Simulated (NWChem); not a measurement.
Species: BeSiNH5; SMILES [Be]([SiH3])[NH2]

```xyz
8

Be    -0.0051    -0.7956     0.0044
N      0.0002    -2.3036    -0.0004
H     -0.8302    -2.9033    -0.0005
H      0.8334    -2.8993    -0.0007
Si    -0.0010     1.3742     0.0007
H     -0.9377     1.9602    -1.0305
H      1.3681     1.9320    -0.3182
H     -0.4001     1.9792     1.3261
```
Atoms are numbered in this order, from 1.

Program: NWChem. Medium grid unless said otherwise, to which SCAN and Minnesota functionals are sensitive. Structure relaxed at the PBE-D3(BJ)/def2-SVP level. Hybrids' shares of exact exchange are those that their runs print; pure functionals count as 0. The functionals differ in more than this share.

```
row                 share of exact exchange  orbital gap (eV)
------------------  -----------------------  ----------------
PBE/def2-SVP                           0.00              4.60
r2SCAN/def2-SVP                        0.00              5.19
TPSSh/def2-SVP                         0.10              5.68
B3LYP/def2-SVP                         0.20              6.33
MN15/def2-SVP                          0.44              7.85
BHandHLYP/def2-SVP                     0.50              8.89
M05-2X/def2-SVP                        0.56          withheld
```

Q: Fit a straight line of the last column on the one before it, predict the withheld value, and compare with the run.

A: 
1. Means of the 6 shown rows: x = 0.207, y = 6.423. Slope Σ(x − x̄)(y − ȳ)/Σ(x − x̄)² = 1.768/0.2373 = 7.450; intercept 4.884.
2. The shown rows scatter about the line by 0.243 (root mean square); the largest residual is -0.31, at MN15/def2-SVP.
3. At x = 0.56 (M05-2X/def2-SVP; beyond the shown range) the line gives 9.06.
4. The run gives 9.02, -0.04 from the line, 0.2 times the scatter.
